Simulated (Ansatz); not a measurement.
HClSi, SMILES `[SiH]Cl` (excited triplet) (charge 0, multiplicity 3). This triplet is an excited state, 1.48 eV above the relaxed singlet at the level composite: frozen-core CCSD(T) with HF/cc-pV5Z and the correlation energy extrapolated as X^-3 from cc-pVQZ and cc-pV5Z, plus CCSDT(Q) minus CCSD(T) in cc-pVTZ // PBE0-D3(BJ)/def2-TZVP (Ansatz, a first-principles code).

Calculation: Ansatz with frozen-core CCSDT(Q)/cc-pVTZ // PBE0-D3(BJ)/def2-TZVP.

Ansatz 0.2 input:
```yaml
crystal:
  periodic: [false, false, false]
  atoms:
    - { symbol: Si, position_ang: [-0.26051, 0.594416, 0.0] }
    - { symbol: Cl, position_ang: [1.629913, -0.191746, -0.000005] }
    - { symbol: H, position_ang: [-1.369403, -0.402668, 0.000005] }
basis:
  gaussian: { orbitals: cc-pVTZ }
correlation:
  method: ccsdt_q
magnetization:
  spin_polarized: true
  initial_magnetization: 2
```

Output:

```
Functional definition: HF
977 factors; integrals over basis functions are off by at most 1.6e-7 eV
mean field evaluation 1: about -20380.5742 eV, gradient 8.6e0 eV
mean field evaluation 2: about -20380.5809 eV, gradient 8.6e0 eV
mean field evaluation 4: about -20381.6114 eV, gradient 2.0e0 eV
mean field evaluation 8: about -20381.6949 eV, gradient 1.3e-1 eV
mean field evaluation 16: about -20381.4159 eV, gradient 3.7e0 eV
mean field -20381.69533277 eV, -749.0134882700 hartree, gradient 1.4e-6 eV, S^2 2.006670; 0 other end points of the search recorded, 0 dependent functions left out
10 core orbitals not correlated
reference -20381.69533277 eV, -749.0134882700 hartree; 7, 5 occupied and 65, 67 virtual orbitals, 977 factors
second order -7.25679903 eV of doubles, -0.00000000 eV of singles
cycle   1  -7.81262823 eV  change   -5.6e-1 eV  update   7.9e-2
cycle   2  -8.26635521 eV  change   -4.5e-1 eV  update   3.7e-2
cycle   3  -8.48229080 eV  change   -2.2e-1 eV  update   2.2e-2
cycle   4  -8.43773895 eV  change    4.5e-2 eV  update   8.9e-3
cycle   5  -8.43447382 eV  change    3.3e-3 eV  update   5.8e-3
cycle   6  -8.44175021 eV  change   -7.3e-3 eV  update   2.2e-3
cycle   7  -8.44265924 eV  change   -9.1e-4 eV  update   1.3e-3
cycle   8  -8.44187321 eV  change    7.9e-4 eV  update   5.0e-4
cycle   9  -8.44212586 eV  change   -2.5e-4 eV  update   2.8e-4
cycle  10  -8.44195002 eV  change    1.8e-4 eV  update   1.1e-4
cycle  11  -8.44191177 eV  change    3.8e-5 eV  update   5.5e-5
cycle  12  -8.44199937 eV  change   -8.8e-5 eV  update   2.3e-5
cycle  13  -8.44203406 eV  change   -3.5e-5 eV  update   9.0e-6
cycle  14  -8.44204357 eV  change   -9.5e-6 eV  update   4.1e-6
cycle  15  -8.44204324 eV  change    3.3e-7 eV  update   2.0e-6
cycle  16  -8.44204165 eV  change    1.6e-6 eV  update   1.1e-6
cycle  17  -8.44204153 eV  change    1.1e-7 eV  update   5.3e-7
perturbative correction -0.01599693 eV, -0.0005878762 hartree
Total energy: -20390.15337123 eV, -749.3243154504 hartree
```
